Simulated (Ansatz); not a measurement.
Ansatz (a program for electronic structure) input (RI-MP2/def2-TZVPP):
A basis named .json is the Basis Set Exchange file of that set.

Ansatz 0.2 input:
```yaml
crystal:
  periodic: [false, false, false]
  atoms:
    - {symbol: K, position_ang: [-0.00000000, -0.00000000, -2.27610594]}
    - {symbol: I, position_ang: [0.00000000, 0.00000000, 0.81596251]}
basis:
  gaussian:
    orbitals: def2-TZVPP
    fitting: {mean_field: def2-universal-jkfit, correlation: def2-TZVPP-RIFIT.json}
magnetization: {spin_polarized: false}
correlation: {method: mp2, electrons: outside_noble_gas}
```

Output:

```
Functional definition: HF
integrals: 0.02 GiB planned
378 factors; integrals over basis functions are off by at most 5.5e-1 eV
282 factors; integrals over basis functions are off by at most 1.6e1 eV
mean field: 0.17 GiB planned
mean field evaluation 1: about -24378.2845 eV, gradient 1.2e1 eV
mean field evaluation 2: about -24378.8510 eV, gradient 6.8e0 eV
mean field evaluation 4: about -24378.9128 eV, gradient 1.7e-1 eV
mean field -24378.91293495 eV, -895.9085257387 hartree, gradient 7.9e-7 eV, S^2 0.000000; 0 other end points of the search recorded, 0 dependent functions left out
18 core orbitals not correlated
reference -24378.91293495 eV, -895.9085257387 hartree; 4, 4 occupied and 61, 61 virtual orbitals, 282 factors
second order -3.90916732 eV of doubles, -0.00000000 eV of singles
Total energy: -24382.82210227 eV, -896.0521849878 hartree
```
